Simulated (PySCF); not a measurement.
Excitations are Tamm–Dancoff values on a coarser integration grid. The basis has no diffuse functions, so Rydberg states are missing or too high.

# HCl₂Ga, SMILES `[Cl][GaH][Cl]` (charge 0, multiplicity 1)

Calculation: M06-2X/def2-TZVP // B3LYP-D3(BJ)/def2-TZVP (PySCF).

```yaml
HOMO: -10.49 eV
dipole_moment: 1.84 D
HOMO–LUMO gap: 9.25 eV
LUMO: -1.23 eV
S1 excitation (TDA): 6.09 eV
S1 oscillator strength: 0.005
brightest of the four lowest singlets (TDA): 7.16 eV
T1 excitation (TDA): 5.81 eV
S1–T1 gap (TDA): 0.29 eV
vertical ionisation energy (Delta-SCF): 11.71 eV
total_energy: -2845.9575 Ha
cost: roughly 2.8 core-minutes
```

```xyz
4

Cl     1.8332    -0.9143     0.0471
Ga    -0.0047     0.1879    -0.0098
Cl    -1.7852    -1.0046     0.0532
H     -0.0433     1.7309    -0.0905
```
Charge 0, spin multiplicity 1.
